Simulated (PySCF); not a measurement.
I4Ti, triplet, geometry from GFN2-xTB of the parent state (such geometries of metal compounds can be far from the true shape) (another spin typed on purpose, not shown lowest) (all electrons, no relativity); PBE0/STO-3G run with PySCF.

Input for PySCF:
```python
from pyscf import gto, scf, dft

mol = gto.Mole()
mol.atom = '''
    Ti   -0.000000    0.000000   -0.000000
    I     2.095241   -0.595467   -1.496032
    I     0.787832    0.442030    2.483275
    I    -1.173643    2.168196   -0.950901
    I    -1.709430   -2.014759   -0.036342
'''
mol.basis = 'sto-3g'
mol.charge = 0
mol.spin = 2
mol.verbose = 4
mol.build()

mf = dft.UKS(mol)
mf.xc = 'pbe0'
mf.kernel()
mf.analyze()
```

Task: Predict the main parts of the log of this PySCF run.

Result: 
```
PySCF version 2.14.0

[INPUT] verbose = 4
[INPUT] num. atoms = 5
[INPUT] num. electrons = 234
[INPUT] charge = 0
[INPUT] spin (= nelec alpha-beta = 2S) = 2
[INPUT] symmetry False subgroup None
[INPUT] Mole.unit = angstrom
[INPUT] Symbol           X                Y                Z      unit          X                Y                Z       unit  Magmom
[...]
nuclear repulsion = 3000.84264088274
number of shells = 52
number of NR pGTOs = 378
number of NR cGTOs = 126
basis = sto-3g
ecp = {}

******** <class 'pyscf.dft.uks.UKS'> ********
method = UKS
initial guess = minao
damping factor = 0
level_shift factor = 0
DIIS = <class 'pyscf.scf.diis.CDIIS'>
diis_start_cycle = 1
diis_space = 8
diis_damp = 0
SCF conv_tol = 1e-09
SCF conv_tol_grad = None
SCF max_cycles = 50
direct_scf = True
direct_scf_tol = 1e-13
number electrons alpha = 118  beta = 116
XC library pyscf.dft.libxc version 7.1.2
    S. Lehtola, C. Steigemann, M. J. T. Oliveira, and M. A. L. Marques,  SoftwareX 7, 1–5 (2018)
XC functionals = pbe0
    C. Adamo and V. Barone,  J. Chem. Phys. 110, 6158 (1999)
    M. Ernzerhof and G. E. Scuseria,  J. Chem. Phys. 110, 5029 (1999)
radial grids:
    Treutler-Ahlrichs [JCP 102, 346 (1995); DOI:10.1063/1.469408] (M4) radial grids

becke partition: Becke, JCP 88, 2547 (1988); DOI:10.1063/1.454033
pruning grids: <function nwchem_prune>
grids dens level: 3
symmetrized grids: False
atomic radii adjust function: <function treutler_atomic_radii_adjust>
small_rho_cutoff = 0
Set gradient conv threshold to 3.16228e-05
tot grids = 108736
init E= -28163.3682842564

cycle= 1 E= -28250.9424315827  delta_E= -87.6  |g|= 0.175  |ddm|= 2.56

cycle= 2 E= -28250.858621913  delta_E= 0.0838  |g|= 0.229  |ddm|= 1.72

cycle= 3 E= -28250.9505667448  delta_E= -0.0919  |g|= 0.08  |ddm|= 1.71

cycle= 4 E= -28250.9623525038  delta_E= -0.0118  |g|= 0.04  |ddm|= 0.541

cycle= 5 E= -28250.9645172697  delta_E= -0.00216  |g|= 0.0202  |ddm|= 0.256

cycle= 6 E= -28250.9657971043  delta_E= -0.00128  |g|= 0.00652  |ddm|= 0.193

cycle= 7 E= -28250.9660097766  delta_E= -0.000213  |g|= 0.00817  |ddm|= 0.0995

cycle= 8 E= -28250.9662038658  delta_E= -0.000194  |g|= 0.00603  |ddm|= 0.0477

cycle= 9 E= -28250.9667094428  delta_E= -0.000506  |g|= 0.00377  |ddm|= 0.18

cycle= 10 E= -28250.9669760325  delta_E= -0.000267  |g|= 0.00284  |ddm|= 0.124

cycle= 11 E= -28250.9671329653  delta_E= -0.000157  |g|= 0.00281  |ddm|= 0.0903

cycle= 12 E= -28250.9673481157  delta_E= -0.000215  |g|= 0.0023  |ddm|= 0.154

cycle= 13 E= -28250.9673952636  delta_E= -4.71e-05  |g|= 0.00224  |ddm|= 0.0385

cycle= 14 E= -28250.9674686032  delta_E= -7.33e-05  |g|= 0.00231  |ddm|= 0.0695

cycle= 15 E= -28250.9675517215  delta_E= -8.31e-05  |g|= 0.00416  |ddm|= 0.141

cycle= 16 E= -28250.9675973019  delta_E= -4.56e-05  |g|= 0.00206  |ddm|= 0.0225

cycle= 17 E= -28250.9676452742  delta_E= -4.8e-05  |g|= 0.000949  |ddm|= 0.0859

cycle= 18 E= -28250.9676535625  delta_E= -8.29e-06  |g|= 0.00052  |ddm|= 0.0197

cycle= 19 E= -28250.9676616345  delta_E= -8.07e-06  |g|= 0.000375  |ddm|= 0.0358

cycle= 20 E= -28250.9676633168  delta_E= -1.68e-06  |g|= 0.0003  |ddm|= 0.0157

cycle= 21 E= -28250.9676657129  delta_E= -2.4e-06  |g|= 0.00034  |ddm|= 0.0162

cycle= 22 E= -28250.9676665019  delta_E= -7.89e-07  |g|= 0.000303  |ddm|= 0.00583

cycle= 23 E= -28250.9676673021  delta_E= -8e-07  |g|= 0.000235  |ddm|= 0.00663

cycle= 24 E= -28250.9676681532  delta_E= -8.51e-07  |g|= 0.000125  |ddm|= 0.0116

cycle= 25 E= -28250.9676685316  delta_E= -3.78e-07  |g|= 0.000112  |ddm|= 0.00449

cycle= 26 E= -28250.9676691112  delta_E= -5.8e-07  |g|= 9.2e-05  |ddm|= 0.00781

cycle= 27 E= -28250.9676694332  delta_E= -3.22e-07  |g|= 7.38e-05  |ddm|= 0.00738

cycle= 28 E= -28250.9676695129  delta_E= -7.97e-08  |g|= 4.46e-05  |ddm|= 0.00455

cycle= 29 E= -28250.9676695936  delta_E= -8.07e-08  |g|= 3.81e-05  |ddm|= 0.00278

cycle= 30 E= -28250.9676696214  delta_E= -2.78e-08  |g|= 2.36e-05  |ddm|= 0.00228

[...]
converged SCF energy = -28250.9676696738  <S^2> = 2.0027811  2S+1 = 3.0018535
Total Energy =                      -28250.967669673824275
[...]
spin_pop of  1 I 3dxy      0.00000
spin_pop of  1 I 3dyz     -0.00000
spin_pop of  1 I 3dz^2     0.00000
spin_pop of  1 I 3dxz      0.00000
spin_pop of  1 I 3dx2-y2    0.00000
spin_pop of  1 I 4dxy      0.00000
spin_pop of  1 I 4dyz     -0.00000
spin_pop of  1 I 4dz^2     0.00002
spin_pop of  1 I 4dxz     -0.00001
spin_pop of  1 I 4dx2-y2   -0.00000
spin_pop of  2 I 1s        0.00000
spin_pop of  2 I 2s        0.00000
spin_pop of  2 I 3s        0.00000
spin_pop of  2 I 4s        0.00000
spin_pop of  2 I 5s        0.00068
spin_pop of  2 I 2px       0.00000
spin_pop of  2 I 2py       0.00000
spin_pop of  2 I 2pz       0.00000
spin_pop of  2 I 3px       0.00000
spin_pop of  2 I 3py       0.00000
spin_pop of  2 I 3pz       0.00000
spin_pop of  2 I 4px       0.00010
spin_pop of  2 I 4py       0.00001
spin_pop of  2 I 4pz       0.00001
spin_pop of  2 I 5px       0.20839
spin_pop of  2 I 5py       0.02373
spin_pop of  2 I 5pz       0.02144
spin_pop of  2 I 3dxy      0.00000
spin_pop of  2 I 3dyz      0.00000
spin_pop of  2 I 3dz^2     0.00000
spin_pop of  2 I 3dxz      0.00000
spin_pop of  2 I 3dx2-y2    0.00000
spin_pop of  2 I 4dxy      0.00000
spin_pop of  2 I 4dyz     -0.00000
spin_pop of  2 I 4dz^2    -0.00000
spin_pop of  2 I 4dxz      0.00001
spin_pop of  2 I 4dx2-y2    0.00000
spin_pop of  3 I 1s        0.00000
spin_pop of  3 I 2s        0.00000
spin_pop of  3 I 3s        0.00000
spin_pop of  3 I 4s        0.00000
spin_pop of  3 I 5s        0.00069
spin_pop of  3 I 2px       0.00000
spin_pop of  3 I 2py       0.00000
spin_pop of  3 I 2pz       0.00000
spin_pop of  3 I 3px       0.00000
spin_pop of  3 I 3py       0.00000
spin_pop of  3 I 3pz       0.00000
spin_pop of  3 I 4px       0.00010
spin_pop of  3 I 4py       0.00001
spin_pop of  3 I 4pz       0.00001
spin_pop of  3 I 5px       0.20763
spin_pop of  3 I 5py       0.01838
spin_pop of  3 I 5pz       0.02761
spin_pop of  3 I 3dxy      0.00000
spin_pop of  3 I 3dyz      0.00000
spin_pop of  3 I 3dz^2     0.00000
spin_pop of  3 I 3dxz     -0.00000
spin_pop of  3 I 3dx2-y2    0.00000
spin_pop of  3 I 4dxy      0.00000
spin_pop of  3 I 4dyz      0.00000
spin_pop of  3 I 4dz^2    -0.00000
spin_pop of  3 I 4dxz     -0.00000
spin_pop of  3 I 4dx2-y2    0.00001
spin_pop of  4 I 1s        0.00000
spin_pop of  4 I 2s        0.00000
spin_pop of  4 I 3s        0.00000
spin_pop of  4 I 4s        0.00000
spin_pop of  4 I 5s        0.00068
spin_pop of  4 I 2px       0.00000
spin_pop of  4 I 2py       0.00000
spin_pop of  4 I 2pz       0.00000
spin_pop of  4 I 3px       0.00000
spin_pop of  4 I 3py       0.00000
spin_pop of  4 I 3pz       0.00000
spin_pop of  4 I 4px       0.00002
spin_pop of  4 I 4py       0.00002
spin_pop of  4 I 4pz       0.00008
spin_pop of  4 I 5px       0.05175
spin_pop of  4 I 5py       0.03313
spin_pop of  4 I 5pz       0.16877
spin_pop of  4 I 3dxy     -0.00000
spin_pop of  4 I 3dyz      0.00000
spin_pop of  4 I 3dz^2    -0.00000
spin_pop of  4 I 3dxz      0.00000
spin_pop of  4 I 3dx2-y2    0.00000
spin_pop of  4 I 4dxy     -0.00001
spin_pop of  4 I 4dyz      0.00001
spin_pop of  4 I 4dz^2    -0.00000
spin_pop of  4 I 4dxz      0.00001
spin_pop of  4 I 4dx2-y2    0.00001
 ** Mulliken Spin Density (per atom)  **
spin density of  0 Ti =      0.98230
spin density of  1 I =      0.25438
spin density of  2 I =      0.25439
spin density of  3 I =      0.25445
spin density of  4 I =      0.25448
 ** Mulliken pop alpha/beta on meta-lowdin orthogonal AOs **
 ** Mulliken pop       alpha | beta **
In total           118.00000 | 116.00000
 ** Mulliken atomic charges   ( Nelec_alpha | Nelec_beta ) **
charge of  0Ti =      0.76019  (    11.11105     10.12875 )
charge of  1I =     -0.19008  (    26.72223     26.46785 )
charge of  2I =     -0.19006  (    26.72223     26.46784 )
charge of  3I =     -0.19004  (    26.72224     26.46780 )
charge of  4I =     -0.19001  (    26.72224     26.46776 )
Dipole moment(X, Y, Z, Debye): -0.00069, -0.00028,  0.00008
```
